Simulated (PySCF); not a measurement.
## Basis-set dependence of population analyses: `FCCC#[N+][AlH3-]`

Species: C₃H₇AlFN.
Structure used (PBE0-D3(BJ)/def2-SVP), in Å, numbered top down from 1:
```xyz
13
C3H7AlFN angstrom
F     -3.5173   -0.0100    0.7456
C     -2.2296   -0.4377    0.6335
C     -1.3582    0.7847    0.3459
C      0.0435    0.4521    0.1984
N      1.1523    0.1631    0.0817
Al     3.1100   -0.3670   -0.1357
H     -1.9188   -0.9239    1.5724
H     -2.1549   -1.1700   -0.1866
H     -1.6990    1.2761   -0.5797
H     -1.4595    1.5154    1.1647
H      3.5026   -0.5146    1.4120
H      3.6366    0.9289   -0.9181
H      2.8974   -1.7138   -0.9803
```

PBE0 throughout (PySCF), one geometry, spherical d and f functions. The structure is a single PBE0-D3(BJ)/def2-SVP conformer in the gas phase; no vibrational or solvent corrections. Atoms taken as equivalent share a column and are averaged. The first 7 of 9 kinds of atom are listed.

Mulliken charges (e):

```json
{"basis": "STO-3G", "functions": "41", "F1": "-0.094", "C2": "-0.022", "C3": "-0.169", "C4": "+0.163", "N5": "-0.207", "Al6": "+0.682", "H7/H8": "+0.097"}
{"basis": "6-31G", "functions": "72", "F1": "-0.324", "C2": "+0.040", "C3": "-0.423", "C4": "+0.242", "N5": "-0.327", "Al6": "+0.477", "H7/H8": "+0.199"}
{"basis": "pcSseg-0", "functions": "72", "F1": "-0.371", "C2": "+0.012", "C3": "-0.425", "C4": "+0.086", "N5": "-0.384", "Al6": "+0.740", "H7/H8": "+0.262"}
{"basis": "6-31G*", "functions": "102", "F1": "-0.319", "C2": "+0.055", "C3": "-0.469", "C4": "+0.373", "N5": "-0.339", "Al6": "+0.212", "H7/H8": "+0.194"}
{"basis": "cc-pVDZ", "functions": "123", "F1": "-0.218", "C2": "+0.203", "C3": "-0.069", "C4": "+0.088", "N5": "-0.142", "Al6": "+0.186", "H7/H8": "+0.069"}
{"basis": "def2-SVP", "functions": "123", "F1": "-0.252", "C2": "+0.229", "C3": "-0.037", "C4": "-0.113", "N5": "-0.005", "Al6": "+0.434", "H7/H8": "+0.070"}
{"basis": "aug-cc-pVDZ", "functions": "205", "F1": "-0.423", "C2": "+0.922", "C3": "+0.251", "C4": "-0.193", "N5": "-0.060", "Al6": "-0.124", "H7/H8": "-0.202"}
{"basis": "6-311+G(2d,p)", "functions": "212", "F1": "-0.245", "C2": "-0.064", "C3": "-0.461", "C4": "+0.329", "N5": "-0.198", "Al6": "+0.474", "H7/H8": "+0.173"}
{"basis": "def2-TZVP", "functions": "234", "F1": "-0.198", "C2": "+0.002", "C3": "-0.054", "C4": "-0.109", "N5": "+0.056", "Al6": "+0.144", "H7/H8": "+0.129"}
{"basis": "cc-pVTZ", "functions": "282", "F1": "-0.193", "C2": "+0.128", "C3": "-0.193", "C4": "+0.022", "N5": "+0.075", "Al6": "+0.106", "H7/H8": "+0.084"}
{"basis": "IGLO-III", "functions": "289", "F1": "-0.244", "C2": "+0.035", "C3": "-0.172", "C4": "+0.225", "N5": "-0.303", "Al6": "+0.803", "H7/H8": "+0.138"}
{"basis": "pcSseg-2", "functions": "321", "F1": "-0.276", "C2": "+0.266", "C3": "-0.014", "C4": "+0.127", "N5": "-0.209", "Al6": "+0.714", "H7/H8": "+0.044"}
```

IAO charges (e):

| basis | functions | F1 | C2 | C3 | C4 | N5 | Al6 | H7/H8 |
| --- | --- | --- | --- | --- | --- | --- | --- | --- |
| STO-3G | 41 | -0.121 | -0.078 | -0.304 | +0.172 | -0.109 | +0.773 | +0.137 |
| 6-31G | 72 | -0.286 | +0.019 | -0.319 | +0.228 | -0.132 | +0.311 | +0.164 |
| pcSseg-0 | 72 | -0.277 | +0.021 | -0.325 | +0.234 | -0.137 | +0.334 | +0.161 |
| 6-31G* | 102 | -0.294 | +0.059 | -0.313 | +0.239 | -0.147 | +0.385 | +0.152 |
| cc-pVDZ | 123 | -0.297 | +0.058 | -0.313 | +0.236 | -0.142 | +0.389 | +0.153 |
| def2-SVP | 123 | -0.298 | +0.063 | -0.310 | +0.240 | -0.140 | +0.415 | +0.150 |
| aug-cc-pVDZ | 205 | -0.312 | +0.057 | -0.315 | +0.237 | -0.144 | +0.399 | +0.159 |
| 6-311+G(2d,p) | 212 | -0.312 | +0.055 | -0.318 | +0.240 | -0.148 | +0.421 | +0.160 |
| def2-TZVP | 234 | -0.311 | +0.059 | -0.318 | +0.241 | -0.149 | +0.427 | +0.158 |
| cc-pVTZ | 282 | -0.309 | +0.057 | -0.319 | +0.241 | -0.148 | +0.417 | +0.158 |
| IGLO-III | 289 | -0.313 | +0.056 | -0.319 | +0.241 | -0.149 | +0.429 | +0.160 |
| pcSseg-2 | 321 | -0.312 | +0.058 | -0.319 | +0.242 | -0.149 | +0.424 | +0.159 |

Question: Which scheme is steadiest as the basis changes?

Answer: Largest range over the bases for any column: IAO 0.46 e, Mulliken 0.99 e. IAO charges move least and Mulliken charges most, counted in e. Without the minimal STO-3G basis the ranges are IAO 0.12, Mulliken 0.99 e.

Question: How much do the charges still move between the two largest bases, IGLO-III and pcSseg-2?

Answer: At most, over all atoms: Mulliken 0.230 e, IAO 0.005 e.

Question: What do the same runs give for the total energy, the frontier levels and the dipole moment?

Answer: 
| basis | energy (Eh) | HOMO (eV) | LUMO (eV) | μ (D) |
| --- | --- | --- | --- | --- |
| STO-3G | -508.6068 | -4.34 | 1.98 | 6.18 |
| 6-31G | -514.9885 | -7.34 | -1.05 | 6.29 |
| pcSseg-0 | -514.1925 | -7.52 | -1.41 | 6.53 |
| 6-31G* | -515.0754 | -7.23 | -0.97 | 6.72 |
| cc-pVDZ | -515.1110 | -7.24 | -1.04 | 6.60 |
| def2-SVP | -514.8199 | -7.25 | -1.15 | 6.66 |
| aug-cc-pVDZ | -515.1311 | -7.29 | -1.23 | 6.51 |
| 6-311+G(2d,p) | -515.1893 | -7.30 | -1.26 | 6.53 |
| def2-TZVP | -515.2167 | -7.28 | -1.21 | 6.63 |
| cc-pVTZ | -515.2075 | -7.28 | -1.17 | 6.67 |
| IGLO-III | -515.2214 | -7.29 | -1.24 | 6.60 |
| pcSseg-2 | -515.2209 | -7.29 | -1.25 | 6.62 |

The dipole is fixed by the density alone, so its range of 0.54 D shows that the density itself changes with the basis, not only its division among atoms.
